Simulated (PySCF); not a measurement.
Ga(F)(Et)(Vi), SMILES C=[CH][Ga]([F])[CH2]C (C4H8FGa) at its PBE0/def2-SVP optimised geometry (Å):

```
14

Ga     0.5253    -0.4539     0.0000
F      2.2949    -0.4539     0.0000
C     -0.2690     1.3424     0.0000
C      0.7098     2.4624    -0.3400
H     -0.7020     1.4919     1.0057
H     -1.1321     1.3398    -0.6879
H      1.1178     2.3539    -1.3568
H      1.5711     2.4733     0.3446
H      0.2286     3.4527    -0.2850
C     -0.2481    -2.2386     0.0199
C     -1.5721    -2.4462     0.0059
H      0.4145    -3.1132     0.0419
H     -2.0092    -3.4527     0.0164
H     -2.2949    -1.6214    -0.0169
```

Level of theory: PBE0/def2-TZVP run with PySCF.

Map of the deformation density (molecule minus spherical neutral atoms) (e/bohr³) on the plane z = 0.8 Å:

```
|11111111111111111111111111111|
|11111111111111111111111111111|
|11111111111111111111111111111|
|11111111111111111111111111111|
|11111111111111111111111111111|
|11111111111111000111111111111|
|11111111111110000000111111111|
|11111111111100000100011111111|
|11111111111000000100011111111|
|11111111110122000000011111111|
|11111111110199200000111111111|
|11111111110167200001111111111|
|11111111110012211001111111111|
|11111111111011210011111111111|
|11111111111001100011111111111|
|11111111111000000012211111111|
|11111111110000000012211111111|
|11111110000011110011111111111|
|11111110010011211011111111111|
|11111110100121111011111111111|
|11111110000220000011111111111|
|11111110000110010011111111111|
|11111110010000100011111111111|
|11111111000000000111111111111|
|11111111000011111111111111111|
|11111111111111111111111111111|
|11111111111111111111111111111|
|11111111111111111111111111111|
|11111111111111111111111111111|
```
Scale: ten equal steps from -0.011 (start of '0') to 0.072 (end of '9'), in the order '0123456789'; x runs from -5.50 to 5.50, y from -5.50 (bottom) to 5.50 (top).
